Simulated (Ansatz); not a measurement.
One change: `[OH][InH][F]` becomes `[CH3][In]([OH])[F]`.

Ansatz, PBE0-D4/def2-TZVP geometries, multiplicity 1. Each molecule was computed in one conformer, which needn't be the lowest.

Elements past krypton have def2 core potentials.

| property | `[OH][InH][F]` |
| --- | --- |
| HOMO–LUMO gap (B3LYP/def2-TZVPP) / eV | 6.86 |
| HOMO–LUMO gap (PBE/def2-TZVPP) / eV | 4.92 |
| size of the dipole moment (PBE/def2-TZVPP) / D | 3.91 |
| LUMO energy (PBE/def2-TZVPP) / eV | -2.33 |
| LUMO energy (PBE0/def2-TZVPP) / eV | -1.41 |
| HOMO energy (B3LYP/def2-TZVPP) / eV | -8.65 |

Q: Give the same properties after the change, and the shifts. (Best estimate.)

A: Computed: 
```csv
property,`[CH3][In]([OH])[F]`,shift
HOMO–LUMO gap (B3LYP/def2-TZVPP) / eV,6.59,-0.27
HOMO–LUMO gap (PBE/def2-TZVPP) / eV,4.79,-0.13
size of the dipole moment (PBE/def2-TZVPP) / D,4.72,0.81
LUMO energy (PBE/def2-TZVPP) / eV,-2.20,0.13
LUMO energy (PBE0/def2-TZVPP) / eV,-1.32,0.09
HOMO energy (B3LYP/def2-TZVPP) / eV,-8.26,0.39
```

With PBE0 the HOMO rises by 0.41 eV and the LUMO rises by 0.09 eV, so the gap narrows by about 0.32 eV. PBE moves the HOMO by 0.26 eV and ωB97M-V by 0.59 eV. Dipoles are sizes alone; their direction can turn.

B3LYP here is the variant with VWN-RPA as its local correlation; programs differ in this.
